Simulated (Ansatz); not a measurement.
A nudged elastic band was laid between two geometries of a periodic cell of 17 atoms, LiCa$_{16}$ (surface Ca(110), adsorbate Li).

Computed with Ansatz, DFT PBE-D3(BJ), scalar-relativistic, plane waves, PAW. Settings: cutoff 420 eV, k mesh 2x2x1, gaussian smearing 0.15 eV, no spin polarisation.

- movable images: 3
- climbing image: yes
- spring: 0.1 eV/Å²
- optimiser: fire
- start path: default
- force threshold: 0.05 eV/Å
- iteration limit: 50
- end points: relaxed
- atoms held: 1 to 4

First end point:

```xyz
17
Lattice="11.1600 0.0000 0.0000 0.0000 7.8913 0.0000 0.0000 0.0000 16.9185" Properties=species:S:1:pos:R:3
Ca 2.790 1.973 1.000
Ca 8.370 1.973 1.000
Ca 2.790 5.918 1.000
Ca 8.370 5.918 1.000
Ca 0.013 0.008 2.874
Ca 5.565 0.008 2.875
Ca 0.014 3.966 2.878
Ca 5.565 3.966 2.879
Ca 2.790 2.011 4.738
Ca 8.370 2.008 4.686
Ca 2.791 5.957 4.760
Ca 8.369 5.956 4.742
Ca -0.070 0.082 6.627
Ca 5.648 0.080 6.630
Ca -0.072 3.963 6.628
Ca 5.654 3.963 6.632
Li 8.372 2.031 7.918
```

Last end point:

Only the atoms that move by more than 0.05 Å are listed.
```
Ca10 8.369 2.010 4.742
Ca12 8.370 5.954 4.686
Ca13 -0.072 0.018 6.628
Ca14 5.654 0.017 6.632
Ca15 -0.070 4.028 6.627
Ca16 5.648 4.026 6.630
Li17 8.372 5.977 7.918
```

What changes between the two ends?

Contacts lost: Ca10–Li17. Contacts made: Ca12–Li17. The atom that moves furthest is Li17, by 3.95 Å.

What energy profile does the band end with?

The run converged. The highest image is number 2 of 0 to 4, 0.137 eV above the ends, which have the same energy within 2 meV. The order of the stationary point at the top wasn't checked. Limits of this set-up: coarse k mesh, thin slab, slab without dipole correction.

```json
{"image": "0", "path coordinate (Å)": "0.00", "energy (eV)": "0.000", "Ca10–Li17 (Å)": "3.23", "Ca12–Li17 (Å)": "5.05"}
{"image": "1", "path coordinate (Å)": "1.10", "energy (eV)": "0.056", "Ca10–Li17 (Å)": "3.29", "Ca12–Li17 (Å)": "4.20"}
{"image": "2", "path coordinate (Å)": "2.14", "energy (eV)": "0.137", "Ca10–Li17 (Å)": "3.53", "Ca12–Li17 (Å)": "3.52"}
{"image": "3", "path coordinate (Å)": "3.19", "energy (eV)": "0.054", "Ca10–Li17 (Å)": "4.24", "Ca12–Li17 (Å)": "3.28"}
{"image": "4", "path coordinate (Å)": "4.29", "energy (eV)": "0.000", "Ca10–Li17 (Å)": "5.05", "Ca12–Li17 (Å)": "3.23"}
```

What is the geometry of the highest image?


```xyz
17
Lattice="11.1600 0.0000 0.0000 0.0000 7.8913 0.0000 0.0000 0.0000 16.9185" Properties=species:S:1:pos:R:3
Ca 2.790 1.973 1.000
Ca 8.370 1.973 1.000
Ca 2.790 5.918 1.000
Ca 8.370 5.918 1.000
Ca -0.057 0.012 2.923
Ca 5.637 0.012 2.923
Ca 0.007 3.956 2.836
Ca 5.573 3.956 2.836
Ca 2.790 1.930 4.663
Ca 8.370 2.074 4.815
Ca 2.790 6.019 4.660
Ca 8.370 5.877 4.816
Ca -0.180 0.036 6.719
Ca 5.760 0.036 6.719
Ca 0.314 3.983 6.549
Ca 5.266 3.983 6.549
Li 8.370 3.991 7.784
```

The run took 11 min on 4 threads of Arm Neoverse V1 (shared host), peak memory 4.4 GiB.
